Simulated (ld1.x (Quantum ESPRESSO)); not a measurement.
**Pseudopotential generation for Bi (Z = 83): PAW, LDA (PZ), fully relativistic.**

ld1.x (Quantum ESPRESSO) 7.5 was run on this input:

```
&input
   title='Bi', zed=83., rel=2, dft='PZ', iswitch=3,
   config='[Xe] 4f14 5d10 6s2 6p2.5 6d-2', rel_dist='average',
   nld=5, rlderiv=2.15, eminld=-3.0, emaxld=5.0, deld=0.02
 /
 &inputp
   pseudotype=3, lpaw=.true., tm=.true., lloc=-1, rcloc=1.30,
   nlcc=.false.,
   which_augfun='BESSEL', rmatch_augfun=1.25,
   file_pseudopw='Bi.UPF', file_wfcaegen='ae.wfc', file_wfcncgen='nc.wfc', file_beta='beta', file_chi='chi', file_wfcusgen='us.wfc'
 /
6
6S  1  0   2.00   0.00  1.65  1.85  0.0
6S  1  0   0.00  -0.50  1.65  1.85  0.0
6P  2  1   2.50   0.00  1.60  1.95  0.0
6P  2  1   0.00   1.90  1.60  1.95  0.0
6D  3  2  -2.00   0.40  1.25  1.55  0.0
6D  3  2  -2.00   2.40  1.25  1.55  0.0
 &test
   configts(1)='6s2 6p2.5'
 /
```

Command:

```bash
ld1.x < Bi.in > Bi.out
```

Output (shortened: banner, matrices, multipoles, cross overlaps and the repeated all-electron block are left out):

```
[... start of the log left out ...]

       r > 1.77 : true rho core
       r < 1.77 : rho core = a sin(br)/r    a=   4.85  b=   1.52

      Integrated core pseudo-charge :   7.37

     Fully relativistic calculation: |psi|^2

     Wfc 6S LC norm =  0.99988052 SC norm =  0.00011474 missing  0.00000474
     Speed at rcutus      1.036 a.u.,  v/c =  0.007559,  (v/c)^2 =  0.00005714

     Wfc 6P LC norm =  0.99992383 SC norm =  0.00007577 missing  0.00000040
     Speed at rcutus      0.944 a.u.,  v/c =  0.006890,  (v/c)^2 =  0.00004747

     Wfc 6P LC norm =  0.99994248 SC norm =  0.00005010 missing  0.00000743
     Speed at rcutus      0.815 a.u.,  v/c =  0.005949,  (v/c)^2 =  0.00003539
      Wfc-us  6S rcutus= 1.833  Estimated cut-off energy=    13.11 Ry
      Wfc-us  6S rcutus= 1.833  Estimated cut-off energy=    14.24 Ry
      Wfc-us  6P rcutus= 1.927  Estimated cut-off energy=    19.45 Ry
      Wfc-us  6P rcutus= 1.927  Estimated cut-off energy=    18.69 Ry
      Wfc-us  6P rcutus= 1.927  Estimated cut-off energy=    23.40 Ry
      Wfc-us  6P rcutus= 1.927  Estimated cut-off energy=    21.66 Ry
      Wfc-us  6D rcutus= 1.539  Estimated cut-off energy=    73.67 Ry
      Wfc-us  6D rcutus= 1.539  Estimated cut-off energy=    68.73 Ry
      Wfc-us  6D rcutus= 1.539  Estimated cut-off energy=    85.26 Ry
      Wfc-us  6D rcutus= 1.539  Estimated cut-off energy=    83.16 Ry

     Required augmentation: BESSEL   radius:    1.250000
     Suggested rho cutoff for augmentation:  62.53 Ry

 %%%%%%%%%%%%%%%%%%%%%%%%%%%%%%%%%%%%%%%%%%%%%%%%%%%%%%%%%%%%%%%%%%%%%%%%%%%%%%
     Error in routine new_paw_hamiltonian (1):
     negative rho
 %%%%%%%%%%%%%%%%%%%%%%%%%%%%%%%%%%%%%%%%%%%%%%%%%%%%%%%%%%%%%%%%%%%%%%%%%%%%%%

     stopping ...
```

The run stopped because the spherical valence density built from the smooth waves and the augmentation charge turned negative at some radius.

The run took about 0.21 s on one core of a shared server CPU.
